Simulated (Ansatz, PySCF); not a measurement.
The PySCF input:
```python
from pyscf import gto, scf, dft

mol = gto.Mole()
mol.atom = '''
    P    -0.00000000   -0.00000000   -0.08742886
    H     0.00000000    0.00000000    1.31143294
'''
mol.basis = 'def2-svp'
mol.spin = 2
mol.verbose = 4
mol.build()

mf = dft.UKS(mol)
mf.xc = 'b3lyp5'
mf.grids.atom_grid = (99, 590)
mf.grids.prune = None
mf.kernel()
```

**Question.** Convert this to an input for Ansatz (a first-principles code).

**Answer.** One answer among several that fit: 
Ansatz 0.2 input:
```yaml
crystal:
  periodic: [false, false, false]
  atoms:
    - {symbol: P, position_ang: [-0.00000000, -0.00000000, -0.08742886]}
    - {symbol: H, position_ang: [0.00000000, 0.00000000, 1.31143294]}
basis:
  gaussian:
    orbitals: def2-SVP
hamiltonian:
  xc: b3lyp5
magnetization: {spin_polarized: true, initial_magnetization: 2}
accuracy: high
```

Both were run: PySCF gave -341.726718 Eh and Ansatz -341.726718 Eh, 0.000 mEh apart.
